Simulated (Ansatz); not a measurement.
Reaction (ligand exchange at the Sn–C bond): `[CH3][SnH2][CH]=O` + CH₃SH → `C[S][SnH2][CH3]` + `C=O`

Calculated with Ansatz (gas phase, PBE0-D4/def2-TZVP geometries, no zero-point term in ΔE). CCSD(T)/CBS is the MP2 limit (def2-TZVPP, def2-QZVPP) plus CCSD(T) − MP2 in def2-TZVPP, frozen cores. This one scheme is used for every species. DFT in def2-TZVPP. Elements past krypton have def2 core potentials. For Sn outer-core shells are correlated without core-valence functions, which leaves a few kJ/mol of doubt a bond. Each species was taken in one conformer, which may not be the lowest.

`[CH3][SnH2][CH]=O`:

Z-matrix (Å, degrees):
```
C
Sn 1 2.133
H 1 1.089 2 110.6
H 1 1.090 2 108.7 3 120.2
H 1 1.089 2 109.8 3 -120.7
C 2 2.210 1 106.0 3 -159.5
H 2 1.712 1 112.0 3 -41.3
H 2 1.713 1 112.6 3 81.2
O 6 1.200 2 120.6 1 7.4
H 6 1.117 2 119.9 1 -172.8
```

CH₃SH:

Z-matrix (Å, degrees):
```
C
S 1 1.806
H 1 1.089 2 111.5
H 1 1.089 2 111.5 3 -123.8
H 1 1.090 2 106.2 3 118.1
H 2 1.342 1 97.1 3 61.9
```

`C[S][SnH2][CH3]`:

```xyz
12

C     0.099   -1.754   -1.279
S     0.114   -1.894    0.533
Sn    0.698    0.363    1.102
C    -0.858    1.683    0.458
H    -0.676   -1.069   -1.624
H     1.069   -1.439   -1.664
H    -0.122   -2.748   -1.668
H     2.165    0.747    0.303
H     0.894    0.384    2.797
H    -1.798    1.390    0.925
H    -0.965    1.630   -0.625
H    -0.618    2.709    0.740
```

`C=O`:

```xyz
4

C    -0.002   -0.003   -0.003
O     0.415    0.825    0.752
H    -1.039    0.026   -0.394
H     0.626   -0.847   -0.354
```

Is it downhill or uphill in electronic energy at CCSD(T)/CBS, and by how much? (An estimate is asked.)

Ansatz gave: Downhill: ΔE = -0.90 eV.

What do these levels give: r2SCAN-D4, ωB97X-V, B2PLYP, PBE, r2SCAN, CCSD/CBS(def2)? (Estimate.)

The calculation gave: r2SCAN-D4 -0.83, ωB97X-V -0.84, B2PLYP -0.83, PBE -0.75, r2SCAN -0.81, CCSD/CBS(def2) -0.91 eV.

Largest T1 diagnostic among the species: 0.015.

From PBE to PBE0 (25 % exact exchange), in def2-TZVPP and without D4, ΔE moves by −0.07 eV. The D4 term adds −0.06 eV with B3LYP and −0.04 eV with PBE0; it sums over pairs of atoms, weighted by their polarisabilities, and B3LYP, whose exchange is more repulsive, gets the larger term.

B3LYP here is the variant with VWN-RPA as its local correlation; programs differ in this.
